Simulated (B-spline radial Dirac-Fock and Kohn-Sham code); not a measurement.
**Form factor and incoherent scattering function of Hg⁴⁷⁺**

System: the Hg⁴⁷⁺ ion, 1s2 2s2 2p6 3s2 3p6 3d10 4s2 4p3.

Input of the calculation (task.json; shells as n, l, electrons):

```json
{"items": [{
  "Z": 80,
  "q": 47,
  "cfg": [[1, 0, 2], [2, 0, 2], [2, 1, 6], [3, 0, 2], [3, 1, 6], [3, 2, 10], [4, 0, 2], [4, 1, 3]],
  "A": 202,
  "rrms": 5.4648,
  "do": ["scatter"],
  "s": [0.0, 0.08, 0.1, 0.11, 0.13, 0.16, 0.18, 0.21, 0.25, 0.29, 0.34, 0.39, 0.46, 0.53, 0.62, 0.72, 0.84, 0.98, 1.15, 1.34, 1.56, 1.81, 2.12],
  "pz": [0, 0.1, 0.14, 0.2, 0.29, 0.41, 0.58, 0.82, 1.2, 1.7, 2.4, 3.4, 4.8, 6.8, 9.7, 14.0, 20.0, 28.0, 39.0, 56.0, 80.0],
  "hv_scatter": [1000, 2000, 5000, 8047.8, 17479.3, 50000, 100000, 1000000]
}]}
```

Launch: `python xray_run.py task.json out`

Level of theory: relativistic Hartree-Fock (Dirac-Fock) wave functions, averaged over the configuration; a B-spline atomic structure program. f₀ is the Fourier transform of the spherical electron density, S the Waller-Hartree incoherent function, and s = sin θ/λ.

| s (Å⁻¹) | f₀ | S |
| --- | --- | --- |
| 0 | 33.000 | 0.000 |
| 0.08 | 32.936 | 0.068 |
| 0.1 | 32.899 | 0.105 |
| 0.11 | 32.878 | 0.127 |
| 0.13 | 32.830 | 0.177 |
| 0.16 | 32.743 | 0.268 |
| 0.18 | 32.676 | 0.337 |
| 0.21 | 32.561 | 0.456 |
| 0.25 | 32.381 | 0.640 |
| 0.29 | 32.172 | 0.852 |
| 0.34 | 31.872 | 1.152 |
| 0.39 | 31.531 | 1.487 |
| 0.46 | 30.991 | 2.008 |
| 0.53 | 30.385 | 2.576 |
| 0.62 | 29.524 | 3.358 |
| 0.72 | 28.480 | 4.266 |
| 0.84 | 27.146 | 5.371 |
| 0.98 | 25.531 | 6.640 |
| 1.15 | 23.569 | 8.107 |
| 1.34 | 21.468 | 9.628 |
| 1.56 | 19.238 | 11.238 |
| 1.81 | 17.004 | 12.897 |
| 2.12 | 14.639 | 14.741 |

f₀ starts at the number of electrons, 33, and has fallen to half at s ≈ 1.88 Å⁻¹. The sum of ⟨r²⟩ over the electrons is 1.370 bohr².
